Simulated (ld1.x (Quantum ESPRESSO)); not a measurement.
Results of a calculation; reference values are marked as such.
## Hardness and transferability of assorted potentials

Generated with ld1.x 7.5 (TM, RRKJ, ultrasoft, PAW), atompaw 4.2 or ONCVPSP 4.0.1. The cutoff is in Ry: for ld1.x and atompaw files where the sum of valence levels is converged to 10 mRy in a Bessel basis, for ONCV files where the hardest occupied wave has 1 mHa per electron of residual kinetic energy. The error is the largest all-electron minus pseudo excitation energy over each file’s own four to seven test configurations (ionisations up to +4, promotions, holes and added fractions of an electron), all of which were solved. The labels leave out finer settings (local radius, basis sizes, second energies), which also bear on the numbers. Spin-polarised tests are not counted. The rows are a selection from randomly drawn settings: files with unsolved tests, undetermined cutoffs or missed reference levels are left out.

A true bound ghost makes a file unfit for plane-wave use even where its test errors are small: the radial tests pick states by their node count and pass the ghost by.

| element | potential | cutoff (Ry) | largest error (meV) | bound ghosts |
| --- | --- | --- | --- | --- |
| Li | TM, LDA (PZ), scalar-relativistic, rc 2.35/4.20/4.10 (spd), local smoothed, core correction no, reference 2s1 2p0 | 6 | +6.0 | none |
| C | ultrasoft, PBEsol, scalar-relativistic, rc 1.00/3.25 (sp), local smoothed, core correction yes, reference 2s1.5 2p2.5 | 30 | -34 | none |
| Si | ultrasoft, PBE, scalar-relativistic, rc 0.90/0.90 (sp), local smoothed, core correction yes, reference 2s2 2p6 3s2 3p2 | 160 | +258 | none |
| S | TM, PBEsol, scalar-relativistic, rc 1.35/1.30/1.05 (spd), local p, core correction no, reference 3s2 3p4 | 50 | +76 | none |
| Ni | PAW, PBE, scalar-relativistic, rc 1.15/1.70/1.75 (spd), local smoothed, core correction yes, reference 3s2 3p6 3d8 4s1 4p1 | 50 | -116 | none |
| W | TM, PBEsol, scalar-relativistic, rc 1.90/3.05/2.05 (spd), local p, core correction yes, reference 5d4 6s0.5 6p0 | 30 | -262 | none |
| Tl | TM, PBEsol, scalar-relativistic, rc 2.25/2.70/1.30 (spd), local smoothed, core correction yes, reference 5d10 6s2 6p1 | 80 | +482 | s |
| Tl | TM, PBE, scalar-relativistic, rc 1.75/2.60/1.65 (spd), local smoothed, core correction yes, reference 5d10 6s1.5 6p1.5 | 50 | -21 | s, p |

Fill in the row for Ga: TM semilocal, PBE, scalar-relativistic, rc 1.50/2.10/2.00 (spd), local d, core correction yes, reference 4s2 4p1.

cutoff 25 Ry, largest error -178 meV, bound ghosts: none.
